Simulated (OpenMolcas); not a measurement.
# Re IV: effect of the basis set

```yaml
Program: OpenMolcas
Method: "SS-CASPT2, IPEA 0.25 Eh, imaginary shift 0.1 Eh (closed shells correlated: 5s 5p)"
Active_space: 4 electrons in 10 orbitals (5d 6d)
State_averaging: 2S+1 = 5 even, 5 roots; 2S+1 = 3 even, 45 roots; 2S+1 = 1 even, 50 roots
Spin-orbit_coupling: RASSI with atomic mean-field integrals over the reference wave functions, term energies averaged over their components
```

A. ANO-R2 [8s6p5d3f1g], X2C, finite nucleus; CASPT2 step about 16 core-minutes
B. ANO-RCC-VTZP [8s7p5d3f2g1h], DKH2, point nucleus; CASPT2 step about 15 core-minutes
C. ANO-RCC-VQZP [9s8p6d4f3g2h], DKH2, point nucleus; CASPT2 step of the order of 15 core-minutes

Energies in eV above 5d4 5D0, the measured ground level; measured values from the list in Brasseur, Gamrath and Quinet, At. Data Nucl. Data Tables 157, 101636 (2024).

```json
{"Level": "5d4 5D0 [66 %]", "A": "0.0000", "B": "0.0000", "C": "0.0000", "Measured": "0.0000"}
{"Level": "5d4 5D1", "A": "0.404", "B": "0.393", "C": "0.418", "Measured": "0.3824"}
{"Level": "5d4 5D2", "A": "0.781", "B": "0.764", "C": "0.800", "Measured": "0.7413"}
{"Level": "5d4 5D3", "A": "1.090", "B": "1.071", "C": "1.108", "Measured": "1.0353"}
{"Level": "5d4 5D4 [75 %]", "A": "1.324", "B": "1.308", "C": "1.333", "Measured": "1.2549"}
{"Level": "5d4 3P0(1) [55 %]", "A": "1.901", "B": "1.894", "C": "1.889", "Measured": ""}
{"Level": "5d4 3H4 [58 %]", "A": "2.248", "B": "2.251", "C": "2.214", "Measured": "2.1011"}
{"Level": "5d4 3P1(1)", "A": "2.557", "B": "2.555", "C": "2.544", "Measured": "2.3978"}
{"Level": "5d4 3G3 [58 %]", "A": "2.628", "B": "2.637", "C": "2.599", "Measured": "2.4570"}
{"Level": "5d4 3F2(1) [71 %]", "A": "2.647", "B": "2.659", "C": "2.615", "Measured": "2.4611"}
{"Level": "5d4 3H5", "A": "2.768", "B": "2.770", "C": "2.735", "Measured": "2.5949"}
{"Level": "5d4 3H6", "A": "3.025", "B": "3.029", "C": "2.985", "Measured": "2.8387"}
{"Level": "5d4 3P2(1) [61 %]", "A": "3.234", "B": "3.239", "C": "3.217", "Measured": ""}
{"Level": "5d4 3F3(1) [54 %]", "A": "3.507", "B": "3.515", "C": "3.481", "Measured": ""}
{"Level": "5d4 3D3 [58 %]", "A": "3.736", "B": "3.749", "C": "3.717", "Measured": "3.5368"}
{"Level": "5d4 3G5", "A": "3.967", "B": "3.966", "C": "3.945", "Measured": "3.7259"}
{"Level": "5d4 3D1", "A": "4.138", "B": "4.149", "C": "4.125", "Measured": "3.9108"}
{"Level": "5d4 1I6", "A": "4.261", "B": "4.268", "C": "4.212", "Measured": "4.0166"}
{"Level": "5d4 1G4(1) [51 %]", "A": "4.786", "B": "4.785", "C": "4.756", "Measured": ""}
{"Level": "5d4 1S0(1)", "A": "4.822", "B": "4.818", "C": "4.799", "Measured": "4.5235"}
{"Level": "5d4 1F3 [68 %]", "A": "5.059", "B": "5.094", "C": "5.023", "Measured": "4.7682"}
{"Level": "5d4 3P2(2)", "A": "5.510", "B": "5.565", "C": "5.479", "Measured": ""}
{"Level": "5d4 3F4(2) [66 %]", "A": "5.876", "B": "5.926", "C": "5.833", "Measured": "5.5453"}
{"Level": "5d4 3F2(2) [73 %]", "A": "6.037", "B": "6.084", "C": "6.001", "Measured": ""}
```

Deviations, from unrounded energies. A percentage is the sum of absolute deviations over the sum of measured energies, with the sign that they share, or ± where signs differ.

```csv
Against measurement,Levels,A,B,C
mean absolute deviation (cm-1),17,1400,1500,1300
fine structure of the ground term (%),4,+5.4,+3.6,+7.2
other terms of the ground configuration (%),13,+6.4,+6.7,+5.5
```

C lies closest to measurement on these levels and B furthest from it. The largest miss of C in the table is 5d4 3F4(2) [66 %], by +2300 cm-1. The ranking rests on the paired levels alone, and a cruder setting can come out closer through cancelling errors.

Among A to C the level of the table that moves most is 5d4 3F4(2) [66 %], by 750 cm-1 (lowest in C, highest in B). Moves below CASPT2's spread within the term are not significant.

CASPT2 does not keep the components of a term degenerate, so their means are used; among the terms shown or strongly mixed into the levels shown the widest spread is 410 cm-1 (5d4 1G(2), A). Active for correlation alone: 6d; no level in the range computed is led by a configuration that fills it, so any true level of that kind is missing. The CASPT2 spread within a term exceeds the gap to the next term for 5d4 3D and 5d4 1I, so the order of their levels is uncertain (holds for C). Measured partners are found by configuration, term and J. A level has none where our copy of the source lacks it or the pairing is in doubt (some pairs that miss far off the trend of their configuration count as doubtful), and it then counts in no deviation. Levels of configurations outside the active space are missing. Levels that lie high or do not pair safely by name in every column are left out.

A share in square brackets marks a mixed level and gives the weight of the term that names it, the lowest over the columns. A number in round brackets counts repeated terms of one configuration in the order of the reference energies.
